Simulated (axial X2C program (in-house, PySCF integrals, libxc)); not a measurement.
Worked dissociation energy of CoS⁻: TPSS, non-relativistic

All values were computed with an in-house all-electron X2C program for linear molecules (integrals from PySCF). The Hamiltonian is the X2C one with the speed of light multiplied by 100, which is the non-relativistic limit. Basis: Co dyall-av3z [10s10p7d3f2g], S dyall-av3z [9s8p3d2f] (cores contracted in-house); Gaussian nuclei, density fitting, unrestricted open shells. Masses: Co 58.933 u, S 31.972 u.

Molecular state: M_S = 2, Λ = 2 (beyond evenly filled blocks: σα, π+α, π-α, δ+α, δ+β, δ-α).

- E(Co) (2M_S = 3, M_L = 0): -1382.784312 hartree
- E(S-) (2M_S = 1, M_L = 0): -398.223858 hartree
- E(CoS⁻) at Re: -1781.123571 hartree
- ωe: 451.2 cm⁻¹
- ωexe: 1.88 cm⁻¹

Task: Work out De and D0.

Result: De = -1382.784312 + (-398.223858) − (-1781.123571) = 0.11540 hartree = 3.140 eV. The zero-point energy is ωe/2 − ωexe/4 = 225 cm⁻¹ = 0.028 eV, so D0 = 3.112 eV.

The state is one determinant whose occupation by symmetry is held fixed; it was picked as the lowest of a PBE0 search that is not exhaustive. Dissociation energies refer to the lowest single-determinant-based atoms at the same level and basis. Other states lie close and PBE0, whose exact exchange favours high spin, may order them wrongly; the determinant shown need not be the ground state. The nearest other spin-free determinant of the search, M_S = 1, Λ = 3, lies 0.20 eV up at the distance of the search. Without a current term, density functionals place determinants with orbital angular momentum somewhat too high. At some level and bond length an empty orbital lies below a filled one. The highest occupied level of some functionals is positive through self-interaction error; at Hartree–Fock it is bound.

Each atomic determinant is the lowest at this level and need not be a pure term. Totals compare only within one Hamiltonian and basis.
